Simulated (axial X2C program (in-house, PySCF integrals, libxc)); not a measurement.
# Spin–orbit effects down a group: molecules with Br (ions), MP2

All values come from calculations with an in-house all-electron X2C program for linear molecules (integrals from PySCF), spin-free (one-electron X2C) or two-component (2c: spin–orbit coupling with atomic mean-field Coulomb and Gaunt terms, which also bring small scalar terms), in Dyall basis sets with cores contracted in-house; open shells are unrestricted.

Basis sets: Br dyall-cv3z, C dyall-v3z, Ge dyall-cv3z, Si dyall-v3z, Sn dyall-cv3z. Frozen shells (counts by l): CBr⁺ Br 3s2p1d, C 1s, 10 electrons correlated; SiBr⁺ Br 3s2p1d, Si 2s1p, 10 electrons correlated; GeBr⁺ Br 3s2p1d, Ge 3s2p1d, 10 electrons correlated; SnBr⁺ Sn 4s3p2d, Br 3s2p1d, 10 electrons correlated. Where the outer core of a metal is frozen, bonds come out longer and ionisation energies lower.

| molecule | spin-free state | Re (Å) | ωe (cm⁻¹) | De (eV) | 2c state | Re 2c (Å) | ωe 2c (cm⁻¹) | De 2c (eV) |
| --- | --- | --- | --- | --- | --- | --- | --- | --- |
| CBr⁺ | M_S = 0, Λ = 0 | 1.683 | 1036.9 | 6.19 | Ω = 0 | 1.684 | 1035.1 | 6.05 |
| SiBr⁺ | M_S = 0, Λ = 0 | 2.109 | 544.0 | 4.65 | Ω = 0 | 2.110 | 543.2 | 4.50 |
| GeBr⁺ | M_S = 0, Λ = 0 | 2.201 | 376.3 | 4.19 | Ω = 0 | 2.203 | 375.5 | 3.94 |
| SnBr⁺ | M_S = 0, Λ = 0 | 2.407 | 305.3 | 3.78 | Ω = 0 | 2.409 | 304.5 | 3.34 |

Fragments in 2c: Br + C+, Br + Si+, Br + Ge+, Sn+ + Br. Each entry is the lowest single determinant of a limited PBE0 search at one distance. De goes to single-determinant-based atoms at the same level (for ions the charge split of lowest energy) and is withheld (n/a) where an atom does not fit its ground term or J level. Main or longest-lived isotopes.
